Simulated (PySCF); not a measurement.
PySCF input (B3PW91/6-31G* (5d)):

```python
from pyscf import gto, dft

mol = gto.M(
    atom='''
    Be   -0.00000000   -0.00000000   -1.47034744
    Cl    0.00000000    0.00000000    0.34596410
    ''',
    basis='6-31g*',
    charge=0,
    spin=1,
    symmetry='C2v',
    verbose=4,
)

mf = dft.UKS(mol, xc='b3pw91')
mf.grids.level = 3
mf.conv_tol = 1e-9
mf.max_cycle = 100
mf.max_memory = 1500
mf.kernel()
if not mf.converged:
    mf = mf.newton()
    mf.kernel(mf.make_rdm1())
mf.dip_moment()
```

Predict the final energy.

-474.88822 Eh.
